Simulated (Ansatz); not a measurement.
Geometry optimisation, RKS BHLYP/6-31G (Ansatz 0.2.0).

input.yaml

```yaml
crystal:
  periodic: [false, false, false]
  atoms:
    - { symbol: F, position_ang: [-1.8265, 0.7279, 1.1039] }
    - { symbol: B, position_ang: [-0.5191, 0.3064, 1.2454] }
    - { symbol: F, position_ang: [0.1686, 0.5778, 2.4577] }
    - { symbol: C, position_ang: [0.2399, -0.5467, 0.0969] }
    - { symbol: C, position_ang: [0.194, 0.0254, -1.2744] }
    - { symbol: O, position_ang: [1.3077, 0.1114, -0.4023] }
    - { symbol: H, position_ang: [0.3735, -1.6447, 0.2141] }
    - { symbol: H, position_ang: [-0.2217, 1.0545, -1.4074] }
    - { symbol: H, position_ang: [0.372, -0.6583, -2.051] }
basis:
  gaussian: { orbitals: "6-31G" }
hamiltonian:
  xc: { name: BHLYP }
relax:
  f_tol: 0.015
  max_steps: 40
```

Command:

```bash
$ ansatz run input.yaml --threads 1 --pin off --max-ram 2048MiB --backend cpu --events-out ev --progress --plain --runs-dir out
```

Question: Where does it end, and by what steps?

Answer: It converged. Limits of this set-up: no polarisation functions. After 20 steps the energy has fallen by 0.870 eV; F3 moved furthest, 1.22 Å.

```csv
step,energy less start (eV),largest force component (eV/Å),accepted
0,0.0000,5.099,yes
1,-0.4245,2.180,yes
2,-0.6468,0.900,yes
3,-0.6994,0.507,yes
4,-0.7213,0.165,yes
5,-0.7292,0.102,yes
6,-0.7374,0.501,yes
7,-0.7515,0.497,yes
8,-0.7771,0.618,yes
9,-0.8107,0.335,yes
10,-0.8395,0.299,yes
11,-0.8565,0.234,yes
12,-0.8608,0.168,yes
13,-0.8603,0.513,no
14,-0.8667,0.070,yes
15,-0.8691,0.030,yes
16,-0.8690,0.145,no
17,-0.8693,0.055,yes
18,-0.8696,0.042,yes
19,-0.8696,0.022,yes
20,-0.8696,0.004,yes
```

```xyz
9
Properties=species:S:1:pos:R:3
F -0.964 1.517 1.085
B -0.434 0.291 1.272
F -0.675 -0.300 2.461
C 0.367 -0.412 0.164
C 0.093 -0.082 -1.258
O 1.250 0.509 -0.613
H 0.824 -1.363 0.376
H -0.691 0.613 -1.498
H 0.317 -0.820 -2.007
```

The run took 55 s on 1 thread of Arm Neoverse V2, with other jobs on the host, peak memory 0.15 GiB.
